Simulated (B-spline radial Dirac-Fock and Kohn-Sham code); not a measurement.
Internal conversion coefficients of Eu at 10.5 keV

Z = 63 (europium), transition energy 10.5 keV. Calculated with a radial atomic solver, using a Dirac-Hartree-Slater potential of the neutral atom with a Latter tail (no hole, which puts coefficients of high multipoles low close above an edge), finite nucleus with surface currents. The K shell is not open to conversion at this energy. Subshells that would emit electrons below 1 keV are left out.

Input of the calculation (task.json; shells as n, l, electrons):

```json
{"items": [{
  "Z": 63,
  "q": 0,
  "cfg": [[1, 0, 2], [2, 0, 2], [2, 1, 6], [3, 0, 2], [3, 1, 6], [3, 2, 10], [4, 0, 2], [4, 1, 6], [4, 2, 10], [4, 3, 7], [5, 0, 2], [5, 1, 6], [6, 0, 2]],
  "A": 153,
  "rrms": 5.1115,
  "do": "conversion",
  "gamma": [10.5],
  "edges": {"L1": 8052.0, "L2": 7617.0, "L3": 6977.0, "M1": 1800.0, "M2": 1614.0, "M3": 1481.0, "M4": 1158.6, "M5": 1127.5, "N1": 360.0, "N2": 284.0, "N3": 257.0, "N4": 133.0, "N5": 127.7}
}]}
```

Command: `python xray2_run.py task.json out`

```tsv
subshell	electron energy (keV)	E1	E5	M2	M3	M4
L1	2.45	3.63	1.27e+07	52800	3.52e+06	8.01e+07
L2	2.88	5.78	7.50e+09	2050	74100	1.52e+06
L3	3.52	9.60	1.62e+10	36100	4.63e+07	7.66e+09
M1	8.70	0.872	2.87e+07	13000	1.52e+06	1.11e+08
M2	8.89	0.907	1.93e+10	644	57300	3.91e+06
M3	9.02	1.55	2.56e+10	8870	1.28e+07	3.37e+09
M4	9.34	0.448	1.50e+11	130	118000	3.03e+07
M5	9.37	0.611	1.91e+11	13.1	300000	9.46e+08
total		24.5	5.14e+11	120000	6.87e+07	1.34e+10
```

Q: For a pure E5 transition, what fraction of decays emits a photon?

A: 1/(1 + α) = 1.95e-12 with the total α = 5.14e+11; the total includes the outer subshells that are not listed.
